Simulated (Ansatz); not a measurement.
CH6AlGa, one more setting.

```yaml
crystal:
  periodic: [false, false, false]
  atoms:
    - {symbol: C, position_ang: [-1.076949, 1.117513, 0.124482]}
    - {symbol: Ga, position_ang: [2.015211, -2.076717, -0.235064]}
    - {symbol: Al, position_ang: [0.273510, -0.277459, -0.032600]}
    - {symbol: H, position_ang: [-0.616420, 2.090915, 0.313138]}
    - {symbol: H, position_ang: [-1.666891, 1.198385, -0.792368]}
    - {symbol: H, position_ang: [-1.764895, 0.907448, 0.947767]}
    - {symbol: H, position_ang: [1.511703, -0.363510, -1.171641]}
    - {symbol: H, position_ang: [0.006201, -1.918814, -0.301676]}
    - {symbol: H, position_ang: [1.407030, -0.723961, 1.130863]}
basis:
  gaussian: {orbitals: def2-SVP, fitting: {mean_field: cc-pVTZ-jkfit}}
magnetization: {spin_polarized: true, initial_magnetization: 2}
hamiltonian: {xc: {name: r2SCAN0}, dispersion: d3bj}
scf: {lower_state_search: off}
output: {forces: true}
```

```sh
$ ansatz run in.yaml --threads 2 --pin off --events-out ev --progress --plain --max-ram 4352MiB
```

It prints (some lines left out):

```
Warning: the engine holds no damping parameters fitted to this dispersion correction and functional, so the run takes those fitted to r2scan0 beside the three-body term, which d3bj leaves out (hamiltonian.dispersion, under Limitations)
Functional definition: r2SCAN0
587 factors; integrals over basis functions are off by at most 1.2e-1 eV
mean field evaluation 1: about -60086.4747 eV, gradient 3.4e1 eV
mean field evaluation 2: about -60061.4306 eV, gradient 6.1e1 eV
mean field evaluation 4: about -60092.7424 eV, gradient 5.0e0 eV
mean field evaluation 8: about -60092.9322 eV, gradient 2.7e-1 eV
mean field evaluation 16: about -60093.6389 eV, gradient 2.0e-1 eV
mean field -60093.64057267 eV, -2208.4005581132 hartree, gradient 1.4e-6 eV, S^2 2.007203; 0 other end points of the search recorded, 0 dependent functions left out
reference -60093.64058471 eV, -2208.4005585557 hartree; 29, 27 occupied and 65, 67 virtual orbitals, 587 factors
Total energy: -60093.69431561 eV, -2208.4025331296 hartree
Atom 0 at    -1.076949     1.117513     0.124482 Å, force    -0.068929    -0.052744    -0.009951 eV/Å
Atom 1 at     2.015211    -2.076717    -0.235064 Å, force    -1.047248     0.456200     0.043473 eV/Å
Atom 2 at     0.273510    -0.277459    -0.032600 Å, force     0.744895    -0.125246    -0.005266 eV/Å
Atom 3 at    -0.616420     2.090915     0.313138 Å, force     0.126215     0.058311     0.016410 eV/Å
Atom 4 at    -1.666891     1.198385    -0.792368 Å, force    -0.025228    -0.022396    -0.118464 eV/Å
Atom 5 at    -1.764895     0.907448     0.947767 Å, force    -0.037998    -0.057010     0.102165 eV/Å
Atom 6 at     1.511703    -0.363510    -1.171641 Å, force    -0.046954     0.145120    -0.060064 eV/Å
Atom 7 at     0.006201    -1.918814    -0.301676 Å, force     0.384075    -0.495406    -0.061128 eV/Å
Atom 8 at     1.407030    -0.723961     1.130863 Å, force    -0.028827     0.093171     0.092824 eV/Å
Dipole moment:    -0.188288     0.217350     0.024666 e Å
Checks for a lower state left out: stability, starts, cluster_reference, orbital_swaps, neighbouring_geometries, increment
```

It took 19 s on 2 threads of an Arm Neoverse V1 on a shared host, with 0.26 GiB of host memory at the peak.
